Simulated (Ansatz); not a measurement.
Consider the redistribution: `[CH3][Al]([F])[BH]O` + `O[B-]1(F)OC(C(F)(F)F)=CC(C(F)(F)F)=[O+]1` → `[CH3][Al-]1([F])[O]C(C(F)(F)F)=CC(C(F)(F)F)=[O+]1` + `OBB(O)F`.

Program: Ansatz. Geometries: PBE0-D4/def2-TZVP. ΔE: electronic, gas phase. CCSD(T)/CBS adds triple-zeta CCSD(T) − MP2 to the extrapolated MP2 energy (def2 sets, frozen cores). DFT in def2-TZVPP. HSE06 is defined as in plane-wave codes. One conformer a species, not always the lowest.

| level | ΔE (kcal/mol) | difference from CCSD(T)/CBS |
| --- | --- | --- |
| LDA (SPW92) | -32.4 | 7.6 |
| B97M-V | -39.9 | 0.1 |
| PBE0-D4 | -37.4 | 2.6 |
| BHLYP-D4 | -42.2 | -2.2 |
| ωB97M-V | -39.0 | 1.0 |
| PBE | -35.5 | 4.5 |
| HSE06 | -36.8 | 3.2 |
| RPA@PBE/def2-TZVPP | -39.0 | 1.0 |
| SCS-MP2/def2-TZVPP | -40.5 | -0.5 |
| MP2/CBS(def2) | -40.8 | -0.8 |
| CCSD(T)/CBS | -40.0 | 0 |

Largest T1 diagnostic among the species: 0.015.

Leaving LDA and LC-ωPBE aside and taking each functional with its dispersion term where it has one, the values, not all of them listed here, spread over 6.2 kcal/mol, from BHLYP-D4 to PBE-D4. LDA lies +3.2 kcal/mol from PBE without D4. From BLYP to BHLYP (50 % exact exchange), in def2-TZVPP and without D4, ΔE moves by −2.4 kcal/mol.
